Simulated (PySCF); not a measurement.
Gas-phase reaction: SnHF3 + SnF4 = 2 SnF3 + HF

Computed with PySCF and rigid-rotor harmonic-oscillator thermochemistry at 1 bar. † marks an energy on the PBE0/def2-TZVP geometry and frequencies; other levels use their own. Open shells (unrestricted): SnF3 (multiplicity 2); the rest are closed-shell singlets. Sn: scalar-relativistic def2 core potential, no spin-orbit coupling. SnHF3, SnF3: computed as isolated molecules; such fragments, hydroxides, amides, oligomers or adducts are transient or little studied in the gas.

ωB97M-V/def2-TZVP† gives ΔH°(298 K) = 190 kJ.

Task: What do PBE0/def2-TZVP, ωB97X-V/def2-TZVP†, PBE/def2-SVP give?

Result: PBE0/def2-TZVP: 171 kJ; ωB97X-V/def2-TZVP†: 207 kJ; PBE/def2-SVP: 154 kJ. For scale, ΔH°(298 K) is 190 kJ at this level, 207 kJ at ωB97X-V/def2-TZVP†, and runs from 133 to 208 kJ over the 17 levels computed.
